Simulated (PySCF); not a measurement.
These 2 structures share the formula C5H8OS. Method used: PBE0-D3(BJ)/def2-SVP geometry optimisation, gas phase (PySCF 2.14.0). One conformer each; no zero-point energy, no entropy. No frequencies were run at this level. Point groups hold within 0.08 Å.

Task: Order them by energy at this level, lowest first, and give relative energies in kcal/mol.
A. `[O:1]=[S@:2]1[CH:3]=[CH:4][CH2:5][CH2:6][CH2:7]1` with O1–S2–C3–C4 133°, C3–C4–C5–C6 7°, C4–C5–C6–C7 -43°, C5–C6–C7–S2 71°
B. `[CH2:1]=[CH:2][CH2:3][O:4][C:5]([CH3:6])=[S:7]` with C1–C2–C3–O4 130°, C2–C3–O4–C5 177°, C3–O4–C5–C6 -179°

Result: B (0.0), A (21.4).

As drawn, the lower has a C=S bond, which the higher lacks; the higher has an S=O bond, which the lower lacks.

| SMILES | E (Eh) | E rel (kcal/mol) | dipole (D) | point group | A, B, C (MHz) |
| --- | --- | --- | --- | --- | --- |
| C=CCOC(C)=S | -667.96048 | 0.0 | 2.29 | C1 | 4579, 1097, 915.5 |
| O=[S@]1C=CCCC1 | -667.92642 | 21.4 | 4.82 | C1 | 4223, 1911, 1449 |

Task: How do the relative energies change in single points at PBE0/pcSseg-1 (no added dispersion term) on the same geometries?

Result: 
```csv
SMILES,PBE0-D3(BJ)/def2-SVP (kcal/mol),PBE0/pcSseg-1 (kcal/mol),shift
C=CCOC(C)=S,0.0,0.0,0.0
O=[S@]1C=CCCC1,21.4,20.3,-1.1
```

Each column counts from its own lowest isomer. The order is unchanged; the largest shift is 1.1 kcal/mol.
